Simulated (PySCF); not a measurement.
Species: C6H10BP.
Atom-mapped SMILES: `[BH3-:1][PH2+:2][c:3]1[cH:4][cH:5][cH:6][cH:7][cH:8]1` (hydrogens: H9, H10, H11 on B1; H12, H13 on P2; H14 on C4; H15 on C5; H16 on C6; H17 on C7; H18 on C8)

All values: PBE0/def2-SVPD (PySCF, non-relativistic), on one gas-phase PBE0-D3(BJ)/def2-SVP geometry that isn't relaxed in the solvent. The solvent is an IEF-PCM continuum (van der Waals radii × 1.2). Specific hydrogen bonds and non-electrostatic terms are outside this model.

Gas phase at PBE0/def2-SVPD: HOMO -7.67 eV, LUMO -1.18 eV, dipole 4.87 D.

Problem. What does the continuum do to the energy, the frontier levels and the dipole at PBE0/def2-SVPD in cyclohexane and chloroform?

Solution. 
```json
{"solvent": "cyclohexane", "ε": "2.017", "E(solvent) − E(gas) (kcal/mol)": "-3.24", "polarisation term (kcal/mol)": "-3.53", "distortion of the solute (kcal/mol)": "0.29", "HOMO (eV)": "-7.58", "LUMO (eV)": "-1.04", "dipole (D)": "5.45"}
{"solvent": "chloroform", "ε": "4.711", "E(solvent) − E(gas) (kcal/mol)": "-5.97", "polarisation term (kcal/mol)": "-6.99", "distortion of the solute (kcal/mol)": "1.02", "HOMO (eV)": "-7.53", "LUMO (eV)": "-0.96", "dipole (D)": "5.93"}
```

The first energy column is the sum of the next two and covers electrostatics alone. The atom shares or the degeneracy of the HOMO differ from the gas phase in chloroform, so that column needn't follow one orbital. From cyclohexane to chloroform the lowering changes by a factor 1.85, Onsager's factor (ε − 1)/(2ε + 1) by 1.76 and ε itself by 2.3.

Problem. Which radius a makes the point-dipole formula ΔE = −[(ε − 1)/(2ε + 1)]·μ²/a³ give the value in chloroform, with the gas-phase dipole?

Solution. μ = 1.918 au and |ΔE| = 0.00952 Eh give a = 2.73 Å; the farthest nucleus lies 4.06 Å from the centroid of the nuclei, so such a sphere wouldn't even hold the nuclei. The formula assumes a rigid point dipole at the centre of a sphere.

Problem. How does the static polarisability (PBE0/def2-SVPD, frozen core, with the continuum's full static response) change?

Solution. 
```
     medium  isotropic (au)  principal values (au)  ⟨r²⟩ of the electrons (bohr²)
        gas           114.5     84.9, 109.1, 149.4                         1335.9
cyclohexane           130.5     96.0, 126.4, 169.0                         1336.4
 chloroform           145.8    108.0, 144.0, 185.5                         1336.8
```

The isotropic value in chloroform is 1.27 times the gas-phase one; no cavity-field correction is applied. ⟨r²⟩ is taken about the centre of nuclear charge.

Conformer computed: `[BH3-:1][PH2+:2][c:3]1[cH:4][cH:5][cH:6][cH:7][cH:8]1`: B1–P2–C3–C4 -88°.
